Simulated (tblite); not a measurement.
Compound: C8H12P (charge +1).
SMILES with atom numbers: `[CH:1]#[C:2][CH2:3][PH2+:4][C:5]1=[CH:6][CH2:7][CH2:8][CH2:9]1` (hydrogens: H10 on C1; H11, H12 on C3; H13, H14 on P4; H15 on C6; H16, H17 on C7; H18, H19 on C8; H20, H21 on C9)

Structure used (GFN2-xTB), in Å, numbered top down from 1:
```
atom  x, y, z in Å
C1     4.708    0.558   -0.618
C2     3.623    0.074   -0.471
C3     2.307   -0.514   -0.294
P4     1.100    0.819    0.002
C5    -0.570    0.269    0.240
C6    -1.319    0.472    1.330
C7    -2.664   -0.139    1.182
C8    -2.746   -0.522   -0.307
C9    -1.293   -0.539   -0.812
H10    5.672    0.954   -0.748
H11    2.303   -1.200    0.562
H12    2.014   -1.070   -1.193
H13    1.186    1.680   -1.073
H14    1.517    1.560    1.083
H15   -1.015    0.993    2.223
H16   -2.737   -1.013    1.834
H17   -3.456    0.547    1.483
H18   -3.314    0.233   -0.848
H19   -3.236   -1.481   -0.455
H20   -1.195   -0.108   -1.810
H21   -0.895   -1.557   -0.847
```

Method: GFN2-xTB as coded in tblite; computed harmonic values from a numerical Hessian at the method's own geometry, unscaled. Against measured fundamentals such values can be off by several per cent, at times by over 20. Modes of hydrogen on phosphorus can be 10 to 20 % off. One conformer, not necessarily the lowest.

Harmonic wavenumbers (cm⁻¹): 40.9, 53.5, 63.3, 106.8, 142.6, 198.0, 247.8, 299.7, 348.6, 387.7, 473.4, 508.1, 636.6, 667.2, 672.6, 708.2, 769.1, 783.5, 805.6, 830.9, 868.3, 878.2, 896.6, 966.3, 977.8, 1003.7, 1010.6, 1034.3, 1067.4, 1084.2, 1099.0, 1106.7, 1171.0, 1177.5, 1184.6, 1206.7, 1271.2, 1283.0, 1317.1, 1357.3, 1432.6, 1457.6, 1482.9, 1618.3, 2280.1, 2394.6, 2446.7, 2903.3, 2912.2, 2952.3, 2955.9, 2986.0, 3007.7, 3020.0, 3048.0, 3108.0, 3380.2.

A = 4844, B = 585.1, C = 553.6 MHz; mass 139.068 u (most abundant isotopes); point group C1, symmetry number 1.

Q: Zero-point energy?

A: ½Σν̃ = 37046 cm⁻¹ = 105.92 kcal/mol.

Q: What is S at 400 K and 1 bar for an ideal gas of classical rigid rotors and harmonic oscillators?

A: Translation 42.19, rotation 30.58, vibration 44.40: S = 117.2 cal/(mol K).

Q: And Cp and H(400 K) − H(0)?

A: Cp = 53.01 cal/(mol K), of which vibrations give 45.06 (their classical limit is 57 R = 113.3); H(400 K) − H(0) = 12.14 kcal/mol without the zero-point energy, 8.96 from vibrations.

Q: Blend soft modes into free rotors: weight 1/[1 + (100 cm⁻¹/ν̃)⁴] for the oscillator and the rest for a rotor with moment μB/(μ + B), μ = h/(8π²ν), B = 10⁻⁴⁴ kg m². What vibrational entropy results?

A: 39.69 cal/(mol K) in place of 44.40, which changes −T·S at 400 K by +1.89 kcal/mol.

Q: How do the functions run with temperature in this model?

A: 
```json
{"T (K)": "150", "S (cal/(mol K))": "81.7", "Cp (cal/(mol K))": "24.4", "H − H(0) (kcal/mol)": "2.52", "G − H(0) (kcal/mol)": "-9.74", "ln q(vib)": "3.97"}
{"T (K)": "250", "S (cal/(mol K))": "96.7", "Cp (cal/(mol K))": "35.3", "H − H(0) (kcal/mol)": "5.49", "G − H(0) (kcal/mol)": "-18.67", "ln q(vib)": "6.85"}
{"T (K)": "298.15", "S (cal/(mol K))": "103.4", "Cp (cal/(mol K))": "41.2", "H − H(0) (kcal/mol)": "7.33", "G − H(0) (kcal/mol)": "-23.49", "ln q(vib)": "8.20"}
{"T (K)": "600", "S (cal/(mol K))": "142.3", "Cp (cal/(mol K))": "70.7", "H − H(0) (kcal/mol)": "24.63", "G − H(0) (kcal/mol)": "-60.72", "ln q(vib)": "16.68"}
{"T (K)": "900", "S (cal/(mol K))": "174.3", "Cp (cal/(mol K))": "87.3", "H − H(0) (kcal/mol)": "48.54", "G − H(0) (kcal/mol)": "-108.36", "ln q(vib)": "24.73"}
```

q(vib) and H(0) count from the zero-point level.

Q: Which modes carry the vibrational entropy at 400 K?

A: 40.9 cm⁻¹: 5.80; 53.5 cm⁻¹: 5.27; 63.3 cm⁻¹: 4.93; 106.8 cm⁻¹: 3.90; 142.6 cm⁻¹: 3.34; 198.0 cm⁻¹: 2.70 cal/(mol K); the other 51 give 18.47 together.

Q: What must be added to the electronic energy to get the Gibbs energy at 400 K and 1 bar?

A: ZPE + [H(400 K) − H(0)] − T·S = 105.92 + 12.14 − 46.87 = 71.19 kcal/mol.

Hindered rotation and anharmonicity are outside this model. Other conformers, if any are populated, would add a mixing term that is left out. The structure is chiral; the term R ln 2 for an equal mix with its mirror image is left out.

Hardware: an Intel Xeon 6975P-C with one thread, shared host with 192 logical CPUs at a one-minute load of 121. Cost: 0.92 s of wall time. The figure is for the frequency step alone.
